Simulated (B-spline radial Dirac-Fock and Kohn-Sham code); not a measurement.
## Isotope-shift constants of the inner levels of Sr²⁺

System: the Sr²⁺ ion, configuration 1s2 2s2 2p6 3s2 3p6 3d10 4s2 4p6.

Calculated with a radial B-spline solver, using first-order field-shift and mass-shift constants from Dirac-Fock ground and hole states with a Fermi nucleus; the mass shift has no relativistic recoil terms. A binding energy shifts by δE = F·δ⟨r²⟩ + (K_N + K_S)·δ(1/M); F is taken for a change of radius at fixed skin thickness and so holds the higher radial moments.

| level | F (meV/fm²) | K_N (meV u) | K_S (meV u) |
| --- | --- | --- | --- |
| K (1s) | -19.80 | -8869 | 3862 |
| L1 (2s) | -2.083 | -1234 | -190.1 |
| L2 (2p1/2) | 0.1372 | -1117 | 1370 |
| L3 (2p3/2) | 0.1567 | -1079 | 1273 |
| M1 (3s) | -0.3477 | -211.4 | -97.79 |
| M2 (3p1/2) | 0.03086 | -168.3 | 156.8 |
| M3 (3p3/2) | 0.03442 | -162.4 | 132.4 |
| M4 (3d3/2) | 0.02780 | -86.78 | 131.2 |
| M5 (3d5/2) | 0.02747 | -85.79 | 128.9 |

Line shifts in meV from A = 88 (mass 87.9056 u, rms radius 4.224 fm); radii from Angeli and Marinova (2013).

| A | mass (u) | radius (fm) | Kα1 | Kα2 | Kβ1 | Lα1 |
| --- | --- | --- | --- | --- | --- | --- |
| 78 | 77.9322 | 4.2561 | -13.01 | -13.09 | -12.65 | +0.25 |
| 80 | 79.9245 | 4.2562 | -11.36 | -11.42 | -11.07 | +0.21 |
| 81 | 80.9232 | 4.2547 | -10.30 | -10.35 | -10.05 | +0.18 |
| 83 | 82.9176 | 4.2455 | -7.19 | -7.23 | -7.02 | +0.13 |
| 85 | 84.9129 | 4.2304 | -3.17 | -3.19 | -3.07 | +0.07 |
| 86 | 85.9093 | 4.2307 | -2.51 | -2.52 | -2.44 | +0.05 |
| 92 | 91.9110 | 4.2924 | ? | ? | ? | ? |
| 93 | 92.9140 | 4.3026 | -10.19 | -10.14 | -10.24 | -0.01 |
| 96 | 95.9217 | 4.3522 | -17.00 | -16.92 | -17.08 | 0.00 |
| 99 | 98.9329 | 4.4495 | -32.45 | -32.33 | -32.49 | +0.06 |

Problem. What are the shifts for A = 92?

Solution. Kα1 -9.05 meV (field -11.63, mass +2.58); Kα2 -9.01 meV (field -11.62, mass +2.61); Kβ1 -9.09 meV (field -11.56, mass +2.47); Lα1 0.00 meV (field +0.08, mass -0.07).
